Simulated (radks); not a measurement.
Polarisability of the phosphorus ion P+, [Ne] 3s2 3p2, at imaginary frequency. Method: non-relativistic Kohn-Sham, LDA (Slater exchange, Perdew-Wang correlation), spin-polarised, spherical densities, point nucleus; open shells are filled with parallel spins first; computed with a radial shooting solver on a logarithmic mesh with Libxc functionals. Response by self-consistent Sternheimer equations with the Hartree and adiabatic LDA kernel.

w (hartree)  alpha1(iw) (bohr^3)
0.00266                    14.39
0.0143                     14.37
0.0360                     14.30
0.0697                     14.06
0.118                      13.49
0.186                      12.37
0.280                      10.54
0.413                      8.098
0.605                      5.497
0.892                      3.287
1.35                       1.749
2.12                      0.8397
3.59                      0.3658
6.94                      0.1366
17.5                     0.03148

Static values: alpha1 = 14.39 bohr^3 (2.132 angstrom^3; uncoupled 23.37). C6 = 73.91, triple-dipole C9 = 784.6 atomic units. One-pole (London) frequency 4 C6 / (3 alpha1^2) = 0.476 hartree, against 0.551 for minus the highest occupied eigenvalue. The dipole shielding factor is 0.933, as the force sum rule N/Z = 0.933 demands.
